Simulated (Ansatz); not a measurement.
Reactions of `F[C]([AlH2])=C[SiH3]`.

Isolated molecules relaxed with PBE0-D4/def2-TZVP in Ansatz; ΔE leaves out vibrations. CCSD(T)/CBS is the MP2 limit (def2-TZVPP, def2-QZVPP) plus CCSD(T) − MP2 in def2-TZVPP, frozen cores. This one scheme is used for every species, atoms too. Double bonds are as drawn, so ΔE can hold a change between cis and trans. Functionals use def2-TZVPP. No spin–orbit coupling; open shells (•) take unrestricted orbitals. Spin–orbit coupling would lower the free atoms: a little for Al, C, F, Si. One conformer a species, not always the lowest.

```tsv
reaction	CCSD(T)/CBS(def2) (kJ/mol)
`F/[C]([AlH2])=C\[SiH3]` + H₂S → `F/C(S)=C\[SiH3]` + `[AlH3]`	53
`F/[C]([AlH2])=C\[SiH3]` + `F/C=C\S` → `[SiH3]/C=C\S` + `F/C=[C](\F)[AlH2]`	15
`F/[C]([AlH2])=C\[SiH3]` + `O[SiH3]` → `[AlH2][O][SiH3]` + `F/C=C/[SiH3]`	?
`F/[C]([AlH2])=C\[SiH3]` → Al• + 2 C• + F• + 6 H• + Si•	3711
```

(1) Fill in the missing values. (Best estimate.)

Largest T1 diagnostic: 0.018, for Al•.

Answers

(1) The calculation gave: `F/[C]([AlH2])=C\[SiH3]` + `O[SiH3]` → `[AlH2][O][SiH3]` + `F/C=C/[SiH3]`: -160.6 kJ/mol.
